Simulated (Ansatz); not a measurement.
Total energies of osmium tetroxide (`[O]=[Os](=[O])(=[O])=[O]`).

```xyz
5

O    -1.532    0.085   -0.709
Os    0.000    0.000    0.000
O     0.327    1.447    0.810
O     0.041   -1.283    1.100
O     1.163   -0.249   -1.201
```

The species carries charge 0 and has multiplicity 1. Correlated methods include outer-core shells of Os, which these sets cover unevenly. Os: def2 effective core potential. The structure was optimised at the PBE0-D4/def2-TZVP level. Basis def2-TZVPP, Ansatz 0.2.0.

RPA on PBE orbitals: Hartree–Fock energy of these orbitals -389.19728 Eh, correlation -2.28719 Eh (frozen core).

| functional | energy without D4 (Eh) | D4 term (kJ/mol) |
| --- | --- | --- |
| BLYP | -391.77971 | -26.7 |
| r2SCANh | -391.62885 | -2.8 |

(1) Give the same for LDA (SPW92), PBE, revPBE, r2SCAN, B97M-V, PBE0, B3LYP, r2SCAN0, HSE06 (plane-wave form), BHLYP, CAM-B3LYP, LC-ωPBE, ωB97X-V, ωB97M-V, B2PLYP, PBE-QIDH. (An estimate is asked.)

B3LYP takes the VWN-RPA correlation (the form of Gaussian; ORCA's B3LYP/G). HSE06 is the plane-wave form, built on full-range PBE exchange. The double hybrids freeze the cores in their second-order part.

## Answers

(1) The calculation gave: 
```
             functional  energy without D4 (Eh)  D4 term (kJ/mol)
            LDA (SPW92)              -389.58697                 –
                    PBE              -391.56920             -12.1
                 revPBE              -391.80941             -34.1
                 r2SCAN              -391.70436              -2.6
                 B97M-V              -391.67748                 –
                   PBE0              -391.42298             -10.1
                  B3LYP              -391.78141             -19.8
                r2SCAN0              -391.51798              -3.2
HSE06 (plane-wave form)              -391.41177              -9.4
                  BHLYP              -391.37575             -16.2
              CAM-B3LYP              -391.58643             -10.3
                LC-ωPBE              -391.55645                 –
                ωB97X-V              -391.58164                 –
                ωB97M-V              -391.55287                 –
                 B2PLYP              -391.48678                 –
               PBE-QIDH              -391.28190                 –
```

LC-ωPBE has ω = 0.4 bohr⁻¹.
